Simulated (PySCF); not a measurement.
# Computed vibrations of WF4

WF4 (singlet). PySCF 2.14.0, RKS PBE0, W def2-SVP with ECP60, F def2-SVP; non-relativistic Hamiltonian with scalar-relativistic core potentials where named; density fitting; no spin-orbit coupling. Central differences of gradients.

```xyz
5

W     0.0000    0.0000    0.0000
F     1.8342    0.0000    0.0000
F     0.0000    1.8342    0.0000
F    -1.8342    0.0000    0.0000
F     0.0000   -1.8342    0.0000
```

Run from Python with OMP_NUM_THREADS=2. Where DIIS fails, smearing, a level shift and second-order steps follow.
It took 17 s on 2 threads of Arm Neoverse N1, on a shared host.

Task: What are the harmonic wavenumbers and infrared intensities?

Result: Modes are labelled in D4h; negative numbers are unstable modes, those under 60 cm⁻¹ near the noise; a finer grid moves soft modes by up to 10 cm⁻¹.
```
cm⁻¹  km/mol  symmetry
 -76       –       b2u
 120     9.4       a2u
 198    17.6        eu
 198    17.6        eu
 314     0.0       b2g
 717     0.0       b1g
 746   232.1        eu
 746   232.1        eu
 767     0.0       a1g
```

Task: Is this a minimum?

Result: No: 1 unstable; the lowest moves the atoms so:
```
W    0.00  0.00  0.00
F    0.00  0.00  0.50
F    0.00  0.00 -0.50
F    0.00  0.00  0.50
F    0.00  0.00 -0.50
```
